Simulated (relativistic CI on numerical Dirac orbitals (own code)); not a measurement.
**Slater and spin-orbit integrals, Yb LXIII**

These numbers are calculated, not measured: Dirac-Coulomb-Breit CI, KLI orbitals optimised for each configuration, model QED, unscaled Slater integrals (own radial code, finite nucleus).

Slater integrals F^k, G^k are unscaled and averaged over j, outside the closed core 1s2; ζ comes from projecting the Hamiltonian with its Breit term on Σ l·s of the shell.

- 2s2 2p4: F^2(2p,2p) = 1.3192e+06, ζ(2p) = 5.8698e+06 cm⁻¹; <r>(2p) = 0.07126, <r^2>(2p) = 0.006191 (bohr units).
- 2s 2p5: G^1(2s,2p) = 1.4235e+06, ζ(2p) = 5.8549e+06 cm⁻¹; <r>(2s) = 0.08059, <r^2>(2s) = 0.007708, <r>(2p) = 0.07134, <r^2>(2p) = 0.006205 (bohr units).
- 2p5 3s: ζ(2p) = 5.912e+06, G^1(2p,3s) = 142810 cm⁻¹; <r>(2p) = 0.07109, <r^2>(2p) = 0.006162, <r>(3s) = 0.1906, <r^2>(3s) = 0.04152 (bohr units).

Averages of the first 10 configurations, taken without configuration mixing, which lowers the lowest level and can move excited configurations by several eV; other configurations of the list can lie among them:

```tsv
Configuration	Parity	States	Average energy above the lowest level (eV)
2s2 2p4	even	15	736.5
2s 2p5	odd	12	1854.1
2p6	even	1	3029.7
2p5 3s	odd	12	11037.3
2p5 3p	even	36	11349.8
2s2 2p3 3s	odd	40	8813.0
2p5 3d	odd	60	11617.3
2s2 2p3 3p	even	120	9136.2
2s2 2p3 3d	odd	200	9403.9
2s 2p4 3s	even	60	9895.9
```
